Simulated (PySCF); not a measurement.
Some computed properties have been withheld. Give your best values.

Species: C6H8N2OSi.
Cartesian coordinates in Å at the PBE0-D3(BJ)/def2-SVP level; atoms count from 1:
```
atom  x, y, z in Å
N1    -2.7730   -0.5883   -1.6930
C2    -2.2192   -0.0284   -0.8445
C3    -1.4510    0.6767    0.1731
C4    -2.2648    1.6389    0.8973
N5    -2.8606    2.4214    1.5085
C6    -0.7761   -0.3349    1.1620
O7     0.0204   -1.2608    0.5119
C8     1.2593   -0.7869    0.0390
C9     1.1266    0.1489   -1.1630
Si10   0.0011    1.5922   -0.7478
H11   -1.5642   -0.8916    1.6899
H12   -0.2089    0.2544    1.9103
H13    1.8330   -1.6842   -0.2347
H14    1.8062   -0.2822    0.8611
H15    2.1205    0.5100   -1.4739
H16    0.6964   -0.4006   -2.0169
H17   -0.5349    2.3396   -1.9156
H18    0.6107    2.5070    0.2606
```

```csv
property,level,value
point group,PBE0-D3(BJ)/def2-SVP,C1
"rotational constants A, B, C",PBE0-D3(BJ)/def2-SVP,"1.593, 0.971, 0.914 GHz"
dipole moment,PBE0/def2-SVPD,5.72 D
HOMO energy,PBE0/def2-SVPD,?
LUMO energy,PBE0/def2-SVPD,?
lowest singlet excitation,TDDFT PBE0/def2-SVPD,"6.55 eV (189 nm, f = 0.005)"
strongest line among the 10 lowest singlet transitions,TDDFT PBE0/def2-SVPD,"S2 at 6.94 eV (179 nm, f = 0.030)"
lowest triplet excitation (Tamm–Dancoff),TDA PBE0/def2-SVPD,5.96 eV
static isotropic polarisability,PBE0/def2-SVPD,?
vertical ionisation energy,ΔSCF PBE0/def2-SVPD,?
electronic spatial extent ⟨r²⟩ about the centre of nuclear charge,PBE0/def2-SVPD,?
13C chemical shifts (computed TMS as zero) by class,GIAO PBE0/pcSseg-1,"119.5 (C2/C4), 73.5 (C6), 69.1 (C8), 15.1 (C3), 7.5 (C9) ppm"
1H chemical shifts (computed TMS as zero) by class,GIAO PBE0/pcSseg-1,?
"isotropic shieldings of nuclei other than C and H, by class",GIAO PBE0/pcSseg-1,"-50 (N1/N5), 285 (O7), 376 (Si10) ppm"
```

The electronic properties come from PySCF, for the isolated species, density fitting. One conformer (not necessarily the lowest) at the PBE0-D3(BJ)/def2-SVP geometry, without solvent or vibrations. NMR classes are plain means over equivalent atoms (diastereotopic ones count apart unless rotation or inversion swaps them), as if these changed places fast; in this geometry the members of some classes differ.

(1) What are the 1H chemical shifts (computed TMS as zero) by class?

(2) What is the static isotropic polarisability?

(3) Give the LUMO energy.

(4) Give the electronic spatial extent ⟨r²⟩ about the centre of nuclear charge.

(5) Give the vertical ionisation energy.

(6) The HOMO energy?

Answers

(1) 4.54 (H17/H18), 3.87 (H11/H12), 3.83 (H13/H14), 1.04 (H15/H16) ppm.

(2) 103.4 au.

(3) -0.51 eV.

(4) 1509 bohr².

(5) 10.20 eV.

(6) -8.47 eV.

The vertical singlet–triplet gap S1 − T1 is 0.59 eV (TDDFT singlet less Tamm–Dancoff triplet; S1: HOMO→LUMO, weight 0.63; T1: HOMO→LUMO, weight 0.17, beside HOMO−3→LUMO, weight 0.16). The polarisability is 15.33 Å³ as a volume (1 au = 0.148185 Å³), or 1.29 au for each of the 80 electrons. The largest Löwdin shares of the HOMO are 0.38 on O7, 0.11 on C3, 0.07 on C6 and 0.07 on N5. A dipole of 5.72 D is allowed in C1, and pure rotational transitions are dipole-allowed. The 10 singlets span 6.55 to 7.78 eV, and their oscillator strengths add up to 0.13. The ΔSCF ionisation energy exceeds −ε(HOMO) by 1.73 eV with PBE0.

For the NMR shielding job (PBE0/pcSseg-1), time: 95 s of wall time (grids of density and orbitals included); peak memory 1.0 GiB. Hardware: Arm Neoverse N1, one thread, no GPU, shared host with 64 logical CPUs at a one-minute load of 59.
